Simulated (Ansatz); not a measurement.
Molecule: 3-bromoselenophene, C$_{4}$H$_{3}$BrSe (charge 0, singlet). 
Structure (B3LYP-D3(BJ)/def2-TZVP (Ansatz, a program for electronic structure) minimum search):
```
C
C 1 1.3544
H 2 1.0761 1 127.80
C 1 1.4284 2 116.47 3 -180.00
C 4 1.3560 1 113.84 2 0.00
H 5 1.0774 4 127.36 1 180.00
H 4 1.0801 5 123.68 6 0.00
Se 2 1.8702 3 121.67 1 -180.00
Br 1 1.9019 2 122.41 3 0.00
```
Charge 0, spin multiplicity 1.

Basis-set convergence of Hartree-Fock and CCSD(T) correlation energies (hartree) with Ansatz. Correlated levels leave the core frozen unless marked. No spin-orbit coupling. The frozen core is the preceding noble-gas configuration, with the filled d and f shells of earlier blocks. Non-relativistic.

The Hartree-Fock reference is unstable (checked in the largest basis), which strains HF and MP2. 

```json
[
 {"basis": "aug-cc-pVDZ", "functions": "191", "E(HF)": "-5125.40275", "E(corr, CCSD(T))": "-0.86845"},
 {"basis": "aug-cc-pVTZ", "functions": "371", "E(HF)": "-5125.58785", "E(corr, CCSD(T))": "-1.04966"},
 {"basis": "aug-cc-pVQZ", "functions": "644", "E(HF)": "-5125.60237", "E(corr, CCSD(T))": "-1.10471"}
]
```

Extrapolating the two largest sets (X = 3 and 4) as X^-3: E(corr) = (64·(-1.10471) - 27·(-1.04966))/37 = -1.1449 Eh, an estimate of the basis-set limit. The largest set recovers 96.5 % of it, the smallest 75.9 %.
